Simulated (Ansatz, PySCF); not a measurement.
Gas-phase reaction (SMILES): C[Si](C)(O)O + O (H2O) → C[Si](O)(O)O + C (CH4); water cleaves one Si-C bond, a model of a ligand-exchange step.

Each molecule is optimised on its own at B3LYP-D3(BJ)/def2-TZVP (Ansatz, a program for electronic structure), one conformer each, not searched for the lowest. Correlated levels leave the core frozen unless marked. Spin-orbit coupling is left out. No relativistic terms. CBS(X,Y): correlation extrapolated as X^-3; Hartree-Fock from the larger set. Thermal terms are rigid-rotor harmonic-oscillator values from B3LYP-D3(BJ) frequencies (Ansatz or PySCF) at 298.15 K and 1 atm. 1 Eh = 627.5095 kcal/mol.

| species | E, CCSD(T)/CBS(cc-pV(T+d)Z,cc-pV(Q+d)Z) (Ansatz) (Eh) | E, wB97X-V/def2-TZVPD (Ansatz) (Eh) | H - E (Eh) |
|---|---|---|---|
| C[Si](C)(O)O | -520.47250 | -521.09203 | 0.11105 |
| O (H2O) | -76.37426 | -76.43464 | 0.02495 |
| C[Si](O)(O)O | -556.43630 | -557.05780 | 0.08835 |
| C (CH4) | -40.45816 | -40.51531 | 0.04840 |

### Question
Work out ΔE and ΔH at 298.15 K at the first level, then ΔH at the second.

### Answer

1. ΔE = [(-556.43630) + (-40.45816)] - [(-520.47250) + (-76.37426)] = -0.04770 Eh = -29.9 kcal/mol at CCSD(T)/CBS(cc-pV(T+d)Z,cc-pV(Q+d)Z).
2. The terms H - E add up to 0.00075 Eh, so ΔH = (-0.04770 + (0.00075))×627.5095 = -29.5 kcal/mol.
3. At wB97X-V/def2-TZVPD the same steps give ΔE = -29.1 and ΔH = -28.7 kcal/mol, a shift of +0.8 from the first level.
4. These values are not checked against measurement here, since the tables used lack a sound gas-phase enthalpy of formation for at least one species.
